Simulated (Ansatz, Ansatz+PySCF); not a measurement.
```xyz
5

C     0.2780   -0.2379    0.2003
O    -0.6807   -0.9364    0.0481
O     0.3776    1.0264   -0.2064
H     1.2196   -0.5453    0.7021
H    -0.4628    1.2536   -0.6375
```

Basis set: def2-SVP (spherical functions). Left uncorrelated: 3 orbitals. Charge 0, multiplicity 3.

Computed with Ansatz (development build ahead of 0.2.0); each method stands on the lowest determinant of its kind that the runs found.

(1) Give the atomization energy at this shape (free ground-state atoms in the same class of orbitals less the molecule, no zero-point energy) of triplet CH₂O₂ by UHF-MP2, UHF.

Results:

(1)

```json
{"method": "UHF-MP2", "atomization energy": "347.96 kcal/mol"}
{"method": "UHF", "atomization energy": "231.64 kcal/mol"}
```

Caution: another spin multiplicity may lie lower.
